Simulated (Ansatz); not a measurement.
An input meant for PbI₂ (charge 0, singlet).

```yaml
crystal:
  periodic: [false, false, false]
  atoms:
    - {symbol: Pb, position_ang: [0.106178, 0.544303, 1.061650]}
    - {symbol: I, position_ang: [-2.054293, -0.948106, 0.015895]}
    - {symbol: I, position_ang: [1.948105, 0.403803, -1.077555]}
basis:
  gaussian: {orbitals: def2-mTZVPP}
total_charge: -3
magnetization: {spin_polarized: true, initial_magnetization: 1}
hamiltonian: {xc: {name: PBE0}}
correlation: {method: rpa}
scf: {omitted_lower_state_checks: [starts]}
```

```sh
$ ansatz run in.yaml --threads 4 --pin off --events-out ev --progress --plain --max-ram 3916MiB
```

Shortened log:

```
Functional definition: PBE0
1085 factors; integrals over basis functions are off by at most 1.4e-4 eV
mean field evaluation 1: about -21427.2852 eV, gradient 4.3e1 eV
mean field evaluation 2: about -21427.0300 eV, gradient 4.3e1 eV
mean field evaluation 4: about -21439.6974 eV, gradient 4.8e0 eV
mean field evaluation 8: about -21439.7839 eV, gradient 9.0e-1 eV
mean field evaluation 16: about -21439.7910 eV, gradient 1.1e-3 eV
mean field -21439.79099441 eV, -787.8977866322 hartree, gradient 9.1e-6 eV, S^2 0.751753; 0 other end points of the search recorded, 0 dependent functions left out
12 core orbitals not correlated: weight in the atoms' cores, before any rotation towards them, 1.000 or more for the frozen orbitals, at most 0.000 for the correlated occupied ones
reference -21351.58768466 eV, -784.6563747854 hartree; 26, 25 occupied and 70, 71 virtual orbitals, 1085 factors
Total energy: -21368.76460093 eV, -785.2876148153 hartree
Checks for a lower state left out: starts
```

In this input the charge is far from what the species holds (-3 typed, 0 meant). The run converged. The result belongs to that input, not to the species as meant.

In the def2 sets I, Pb take a core potential; there is no spin–orbit coupling. Correlated methods freeze 12 core orbitals; core or outer-core shells of Pb, I are correlated, in sets that lack core-valence functions. A multiply charged anion in the gas phase is held together partly by the finite basis. The highest occupied level of an anion often lies above zero with these methods, and sets without diffuse functions describe the outer electron poorly.
